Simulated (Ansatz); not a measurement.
`F[SiH2][NH][AlH2]` + `BO` → `BO[SiH2]F` + `[NH2][AlH2]` at 700 K and 1 bar (ligand exchange at the Si–N bond).

Calculated with Ansatz (gas phase, PBE0-D4/def2-TZVP geometries, no zero-point term in ΔE). CCSD(T)/CBS adds triple-zeta CCSD(T) − MP2 to the extrapolated MP2 energy (def2 sets, frozen cores). This one scheme is used for every species. Each species was taken in one conformer, which may not be the lowest.

| species | CCSD(T)/CBS energy (Eh) | H − E (kJ/mol) | S (J/(mol·K)) |
| --- | --- | --- | --- |
| `F[SiH2][NH][AlH2]` | -688.71689 | 205.0 | 444.0 |
| `BO` | -101.80414 | 126.4 | 277.4 |
| `BO[SiH2]F` | -491.38453 | 183.1 | 405.6 |
| `[NH2][AlH2]` | -299.14566 | 147.5 | 319.0 |

H − E and S are ideal-gas, rigid-rotor, harmonic terms from PBE0-D4/def2-TZVP, for one conformer and one mirror image of each species. 1 Eh = 2625.50 kJ/mol, R = 8.31446 J/(mol·K).

By hand: ΔE, ΔH, ΔS and ΔG.

ΔE = (-491.38453) + (-299.14566) − (-688.71689) − (-101.80414) = -0.00916 Eh = -24.0 kJ/mol. Δ(H − E) = 183.1 + 147.5 − 205.0 − 126.4 = -0.8, so ΔH = -24.8 kJ/mol. ΔS = 405.6 + 319.0 − 444.0 − 277.4 = 3.2 J/(mol·K). ΔG = -24.8 − 700 × (3.2)/1000 = -27.0 kJ/mol.

By hand: the equilibrium constant, and the temperature at which ΔG would vanish if ΔH and ΔS stayed fixed.

log₁₀ K = −ΔG/(RT ln 10) = 2.0. ΔH and −TΔS have one sign here, so there is no such temperature.

The number of gas molecules stays the same, so ΔS is small and ΔH decides. A doubt of 5 kJ/mol in ΔE shifts log₁₀ K by 0.4 here. Other conformers and mirror images would add mixing entropy, several J/(mol·K) or more a flexible species. Modes under 60 cm⁻¹, often nearly free rotors, make the harmonic entropy too high. These are equilibria of isolated gas molecules and say nothing of rates. Largest T1 diagnostic: 0.014 (customary marks: 0.02 for closed shells, 0.045 for open ones).

ΔS is within the doubt of such terms, so its sign, and with it that verdict, could turn.
